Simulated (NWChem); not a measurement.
System: TiHCl3; SMILES [Cl][TiH]([Cl])[Cl]

Input file for NWChem:

```
start job
memory heap 200 mb stack 900 mb global 1100 mb
geometry units angstroms noautoz
  Ti     0.000000     0.000000    -0.312953
  Cl     0.623287    -2.012502     0.140354
  Cl     1.431234     1.546034     0.140354
  Cl    -2.054522     0.466469     0.140354
  H      0.000000     0.000000    -1.963639
end
basis spherical
  * library def2-svp
end
dft
  xc becke88 perdew86
  iterations 150
  convergence damp 70 ncydp 30 lshift 0.3 ncysh 40
  mulliken
end
task dft energy
```

Excerpt of the output:

```
             Northwest Computational Chemistry Package (NWChem) 7.3.0
             --------------------------------------------------------

 C3  symmetry detected

                             Geometry "geometry" -> ""
                             -------------------------

 Output coordinates in angstroms (scale by  1.889725989 to convert to a.u.)

  No.       Tag          Charge          X              Y              Z
 ---- ---------------- ---------- -------------- -------------- --------------
    1 Ti                  22.0000     0.00000000    -0.00000000    -0.29010772
    2 Cl                  17.0000    -0.56720875    -2.02902108     0.16319928
    3 Cl                  17.0000     2.04078817     0.52329335     0.16319928
    4 Cl                  17.0000    -1.47357942     1.50572772     0.16319928
    5 H                    1.0000     0.00000000    -0.00000000    -1.94079372

 Effective nuclear repulsion energy (a.u.)     417.3579433708

      Symmetry information
      --------------------

 Group name             C3
 Group number              5
 Group order               3
 No. of unique centers     3

  perdew86 is a nonlocal functional; adding perdew81 local functional.

                                 NWChem DFT Module
                                 -----------------

 Summary of "ao basis" -> "ao basis" (spherical)
 ------------------------------------------------------------------------------
       Tag                 Description            Shells   Functions and Types
 ---------------- ------------------------------  ------  ---------------------
 Ti                         def2-svp                11       31   5s3p2d1f
 Cl                         def2-svp                 8       18   4s3p1d
 H                          def2-svp                 3        5   2s1p

      Symmetry analysis of basis
      --------------------------

        a          34
        e+         28
        e-         28

  Rotation of axis

            General Information
            -------------------
          SCF calculation type: DFT
          Wavefunction type:  closed shell.
          No. of atoms     :     5
          No. of electrons :    74
           Alpha electrons :    37
            Beta electrons :    37
          Charge           :     0
          Spin multiplicity:     1
          Use of symmetry is: on ; symmetry adaption is: on
          Maximum number of iterations: 150
          AO basis - number of functions:    90
                     number of shells:    38
          Convergence on energy requested:  1.00D-06
          Convergence on density requested:  1.00D-05
          Convergence on gradient requested:  5.00D-04

              XC Information
              --------------
                    Becke 1988 Exchange Functional  1.000
                Perdew 1981 Correlation Functional  1.000 local
                Perdew 1986 Correlation Functional  1.000 non-local

             Grid Information
             ----------------
          Grid used for XC integration:  medium
          Radial quadrature: Mura-Knowles
          Angular quadrature: Lebedev.
          Tag              B.-S. Rad. Rad. Pts. Rad. Cut. Ang. Pts.
          ---              ---------- --------- --------- ---------
          Ti                  1.40      112          10.0       590
          Cl                  1.00       88          10.0       590
          H                   0.35       45           9.0       434
          Grid pruning is: on
          Number of quadrature shells:   245
          Spatial weights used:  Erf1

      Superposition of Atomic Density Guess
      -------------------------------------

 Sum of atomic energies:       -2226.72838319

      Non-variational initial energy
      ------------------------------

 Total energy =   -2226.967464
 1-e energy   =   -3900.046327
 2-e energy   =    1255.720919
 HOMO         =      -0.356503
 LUMO         =       0.034588

      Symmetry analysis of molecular orbitals - initial
      -------------------------------------------------

  Numbering of irreducible representations:

     1 a           2 e+          3 e-

  Orbital symmetries:

     1 a           2 a           3 e+          4 e+          5 a
     6 e+          7 e+          8 a           9 a          10 e+
    11 e+         12 a          13 e+         14 e+         15 a
    16 e+         17 e+         18 e+         19 e+         20 a
    21 a          22 e+         23 e+         24 a          25 a
    26 e+         27 e+         28 a          29 e+         30 e+
    31 a          32 e+         33 e+         34 e+         35 e+
    36 a          37 a          38 a          39 e+         40 e+
    41 e+         42 e+         43 a          44 a          45 a
    46 e+         47 e+

     ---------------------------------------------
      Total Density - Mulliken Population Analysis
     ---------------------------------------------

    Atom       Charge   Shell Charges
 -----------   ------   -------------------------------------------------------
    1 Ti  22    19.88   2.00  2.00  2.00  0.49  0.04  6.00  5.99  0.45  0.34  0.54  0.03
    2 Cl  17    17.57   2.00  1.99  1.23  0.71  5.94  2.25  3.44  0.01
    3 Cl  17    17.57   2.00  1.99  1.23  0.71  5.94  2.25  3.44  0.01
    4 Cl  17    17.57   2.00  1.99  1.23  0.71  5.94  2.25  3.44  0.01
    5 H    1     1.40   0.80  0.60  0.00

 Warning: spatial symmetry breaking: alpha =  2.32D-01

[...]
```

Level: BP86/def2-SVP. All runs use the structure optimised with PBE0/def2-SVP.
